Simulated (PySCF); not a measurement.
Below is a simulated gas-phase F 1s photoelectron spectrum of `FBOC(F)F`.

Every computed line was given a Gaussian of 0.8 eV full width at half maximum and an area set by the number of equivalent atoms; the highest printed point is 100. Theory: delta-SCF UKS SCAN, pcX-2 on the ionised atom, pcseg-1 elsewhere, spin-free X2C in PySCF 2.14.0.

(binding energy (eV), intensity): (692.9, 0), (693.0, 1), (693.1, 2), (693.2, 4), (693.3, 9), (693.4, 16), (693.5, 27), (693.6, 42), (693.7, 59), (693.8, 77), (693.9, 92), (694.0, 100), (694.1, 100), (694.2, 92), (694.3, 77), (694.4, 60), (694.5, 42), (694.6, 27), (694.7, 16), (694.8, 9), (694.9, 4), (695.0, 2), (695.1, 1), (695.2, 0)

Task: Count the maxima, the lines and the sites behind this envelope.

Result: The curve has 1 maximum (at 694.0 eV). Under it lie 2 lines from 2 inequivalent fluorine sites. At this width some lines have no maximum of their own.

Task: Decompose the envelope and assign each component. Numbering: `[F:1][BH:2][O:3][CH:4]([F:5])[F:6]`.

Result: 
```csv
position (eV),relative area,line,atoms,environment
694.04,2,F 1s,F5/F6,fluorine of a CF2 group
694.07,1,F 1s,F1,boron-bound fluorine
```

The 2 F 1s values lie within 0.03 eV of each other; Gaussian lines of 0.5 eV full width would blend them into one maximum.

The curve has no shake-up lines and no vibrational structure. One atom of each set of topologically equivalent atoms was ionised and stands for the set; in this conformer not all members are related by symmetry, and their own values weren't computed. One conformer (not necessarily the lowest) at the PBE0-D3(BJ)/def2-SVP geometry, without solvent, vibrations or thermal averaging.

The values belong to the conformer `[F:1][BH:2][O:3][CH:4]([F:5])[F:6]`: F1–B2–O3–C4 2°, B2–O3–C4–F5 87°.
